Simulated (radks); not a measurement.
Results of a calculation; reference values are marked as such.
Charge is removed step by step from the 5p level of Ce, starting from [Xe] 4f1 5d1 6s2. Code: a radial shooting solver on a logarithmic mesh with Libxc functionals. Model: scalar-relativistic Kohn-Sham, SCAN, spin-unpolarised, spherical densities, finite nucleus; meta-GGA in the generalised Kohn-Sham scheme; Fermi nuclear charge, rms radius 4.8771 fm.

| removed (e) | E - E(0) (eV) | eigenvalue (eV) | E minus straight line (eV) |
|---|---|---|---|
| 0 | 0.000 | -23.998 | 0.000 |
| 0.1 | 2.441 | -24.861 | -0.411 |
| 0.2 | 4.970 | -25.743 | -0.735 |
| 0.3 | 7.584 | -26.643 | -0.973 |
| 0.4 | 10.296 | -27.559 | -1.114 |
| 0.5 | 13.095 | -28.490 | -1.167 |
| 0.6 | 15.987 | -29.434 | -1.128 |
| 0.7 | 18.977 | -30.389 | -0.990 |
| 0.8 | 22.067 | -31.355 | -0.753 |
| 0.9 | 25.242 | -32.331 | -0.430 |
| 1 | 28.525 | -33.315 | 0.000 |

Removing the whole electron costs 28.525 eV by Delta-SCF, against 23.998 eV from minus the eigenvalue at the starting occupation. Slater's transition state (half an electron removed) gives 28.490 eV. Integrating minus the eigenvalue over the occupation (Janak's theorem) gives 28.545 eV. In this scalar-relativistic scheme the density is built from large components alone, so the theorem holds only approximately. The mean slope of the eigenvalue, de/dn, is 9.32 eV per electron.
